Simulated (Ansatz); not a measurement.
Input for Ansatz (development build ahead of 0.2.0):

```yaml
crystal:
  periodic: [false, false, false]
  atoms:
    - { symbol: Zn, position_ang: [0.0, 0.0, 0.0] }
    - { symbol: H, position_ang: [0.0, 1.153, 0.8074] }
    - { symbol: F, position_ang: [0.0, -1.349, 0.9446] }
basis:
  gaussian: { orbitals: pcseg-2 }
magnetization:
  spin_polarized: true
  initial_magnetization: 4
hamiltonian:
  xc: r2scan
```

The input is written out in the form of the current development build from the run's settings.

The run gave:

```
Converged                       : yes
Total energy                    : -1879.35969 hartree
Spin squared of the determinant : 6.007
Stability test                  : minimum
```

Caution: other spin multiplicities may lie lower.
